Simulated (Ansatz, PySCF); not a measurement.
AlFH6Si2. Atoms are numbered in the order given.

```xyz
10

Al    -0.3513    -0.2299     0.0284
F     -1.7535    -1.1434     0.1400
Si    -0.4958     1.8306    -1.3002
H      0.8382     2.1770    -1.8824
H     -0.9106     2.9737    -0.4262
H     -1.4838     1.7219    -2.4158
Si     1.6186    -1.0980     1.2104
H      2.4840     0.0263     1.6855
H      2.4447    -1.9311     0.2795
H      1.2550    -1.9440     2.3870
```

Geometry optimised at B3LYP-D3(BJ)/def2-SVP. The structure was generated by enumeration; whether it is a known compound was not checked.

Vertical ionisation energy (IE) and electron affinity (EA) in eV. Rows of orbital energies are one-electron estimates. Where ΔSCF, EOM or ADC give a negative EA the extra electron is unbound and the value depends on the basis.

```json
[
 {"level": "−ε(HOMO), −ε(LUMO), ωB97X/def2-TZVP (PySCF)", "IE": "9.52", "EA": "0.20"},
 {"level": "−ε(HOMO), −ε(LUMO), PBE/def2-TZVP (PySCF)", "IE": "6.33", "EA": "2.86"},
 {"level": "ΔSCF, PBE0/def2-SVPD (Ansatz), final states of multiplicity 2 and 2", "IE": "9.22", "EA": "0.64"},
 {"level": "ΔSCF, PBE/def2-SVPD (Ansatz), final states of multiplicity 2 and 2", "IE": "9.00", "EA": "0.65"}
]
```

Problem. What vertical singlet–triplet gap does ΔSCF give with PBE0/def2-SVPD (Ansatz, a program for electronic structure) and with PBE/def2-SVPD (Ansatz)? (Estimate from the structure and the level; the computed values follow.)

Solution. 3.42 and 3.22 eV (triplet above singlet where positive).
